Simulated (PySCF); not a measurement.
**XPS shifts beside NMR shieldings**

C3H5F3S.
Structure used (PBE0-D3(BJ)/def2-SVP), in Å, numbered top down from 1:
```xyz
12
C3H5F3S angstrom
C      1.973    0.051    0.321
C      0.543   -0.360    0.031
S     -0.533    1.107    0.133
C     -2.097    0.312   -0.284
F     -2.067   -0.280   -1.480
F     -3.045    1.239   -0.302
F     -2.447   -0.627    0.596
H      2.072    0.475    1.332
H      2.636   -0.825    0.256
H      2.329    0.801   -0.401
H      0.446   -0.786   -0.979
H      0.186   -1.104    0.759
```

Binding energies: PySCF 2.14.0, delta-SCF UKS SCAN, pcX-2 on the ionised atom, pcseg-1 elsewhere, spin-free X2C. Shieldings: GIAO PBE0/pcSseg-1, non-relativistic, same geometry.

```csv
atom,isotropic shielding (ppm)
C1,171.9
C2,155.2
C4,45.9
```

Task: What are the C 1s binding energies of these atoms?

Result: 
```
atom                 environment  C 1s (eV)  isotropic shielding (ppm)
  C1               methyl carbon     291.36                      171.9
  C2  sp3 carbon bound to sulfur     291.86                      155.2
  C4                  CF3 carbon     298.50                       45.9
```

Task: Among the listed atoms, is the one with the highest binding energy also the least shielded?

Result: Yes: C4 has both (298.50 eV, 45.9 ppm).

By binding energy: C1 < C2 < C4. By shielding: C4 < C2 < C1.

The structure is a single PBE0-D3(BJ)/def2-SVP conformer in the gas phase; no vibrational or solvent corrections.
